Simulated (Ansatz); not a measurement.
C3H6Cl (SMILES CC[CH]Cl), doublet, at a GFN2-xTB geometry; BHLYP/6-31G* (Ansatz, an electronic-structure program).

Input for Ansatz:
Ansatz 0.2 input:
```yaml
crystal:
  periodic: [false, false, false]
  atoms:
    - {symbol: C, position_ang: [0.88196835, -0.69035601, -0.06520633]}
    - {symbol: C, position_ang: [2.33446101, -0.22289527, -0.00871853]}
    - {symbol: C, position_ang: [-0.04521944, 0.45133341, -0.21727741]}
    - {symbol: H, position_ang: [0.63004599, -1.24911322, 0.84093252]}
    - {symbol: H, position_ang: [0.77187846, -1.39427599, -0.90612752]}
    - {symbol: H, position_ang: [3.00027462, -1.07594315, 0.09232763]}
    - {symbol: Cl, position_ang: [-1.68930543, 0.26027060, 0.15334852]}
    - {symbol: H, position_ang: [2.59685791, 0.31448981, -0.91653331]}
    - {symbol: H, position_ang: [2.48724108, 0.43935498, 0.83925443]}
    - {symbol: H, position_ang: [0.20463477, 1.31239464, -0.80956506]}
basis:
  gaussian:
    orbitals: 6-31G*
hamiltonian:
  xc: {name: BHLYP}
magnetization: {spin_polarized: true, initial_magnetization: 1}
accuracy: high
```

Problem. Predict the main parts of the log of this Ansatz run.

Solution. 
```
Functional definition: BHLYP
1783 factors; integrals over basis functions are off by at most 3.5e-9 eV
mean field evaluation 1: about -15724.9477 eV, gradient 2.3e1 eV
mean field evaluation 2: about -15725.9242 eV, gradient 1.9e1 eV
mean field evaluation 4: about -15727.6508 eV, gradient 9.0e-1 eV
mean field evaluation 8: about -15727.6526 eV, gradient 3.1e-2 eV
mean field evaluation 16: about -15727.6526 eV, gradient 4.2e-5 eV
mean field -15727.65263528 eV, -577.9805737607 hartree, gradient 6.0e-8 eV, S^2 0.755948; 0 other end points of the search recorded, 0 dependent functions left out
reference -15727.65265958 eV, -577.9805746538 hartree; 21, 20 occupied and 55, 56 virtual orbitals, 1783 factors
Total energy: -15727.65265958 eV, -577.9805746538 hartree
```
